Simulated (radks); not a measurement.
Question: Sc, 21 electrons, occupied as [Ar] 3d1 4s2. Method: Dirac Kohn-Sham, PBEsol, spin-unpolarised, spherical densities, point nucleus; open shells fill j = l - 1/2 first; computed with a radial shooting solver on a logarithmic mesh with Libxc functionals.

Spin-orbit splittings of the eigenvalues, e(l+1/2) - e(l-1/2), with zeta = 2 splitting/(2l+1) and mean radii in bohr:

| shell | occ. | splitting (eV) | zeta (eV) | <r> j=l-1/2 | <r> j=l+1/2 |
|---|---|---|---|---|---|
| 2p | 6 | ? | ? | 0.3061 | 0.3087 |
| 3p | 6 | 0.5110 | 0.3407 | 1.164 | 1.172 |
| 3d | 1 | 0.03029 | 0.01212 | 1.864 | 1.871 |

Estimate the 2p splitting.

Answer: 4.633 eV (zeta = 3.089 eV).
